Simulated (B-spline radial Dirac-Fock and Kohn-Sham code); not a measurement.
**The K (1s) hole of barium ions: width and yield against charge**

The computed values come from a B-spline atomic structure program: independent-particle radiative and Coulomb Auger rates from relativistic LDA hole-state orbitals, with Dirac-Fock energies. Tabulated ground configurations, configuration averages; single configurations, so decays that open only by mixing (as 1s 2s² with 1s 2p² in Be-like ions) are missing and such tiny yields are far too low.

```
 ion      configuration  radiative (eV)  non-radiative (eV)  yield
  Ba           [Xe] 6s2            11.6                1.27  0.901
 Ba⁺           [Xe] 6s1            11.6                1.27  0.901
Ba²⁺  [Kr] 4d10 5s2 5p6            11.6                1.27  0.901
Ba³⁺  [Kr] 4d10 5s2 5p5            11.6                1.27  0.901
Ba⁴⁺  [Kr] 4d10 5s2 5p4            11.6                1.27  0.901
Ba⁵⁺  [Kr] 4d10 5s2 5p3            11.6                1.27  0.901
Ba⁶⁺  [Kr] 4d10 5s2 5p2            11.6                1.27  0.902
Ba⁷⁺  [Kr] 4d10 5s2 5p1            11.6                1.27  0.902
```
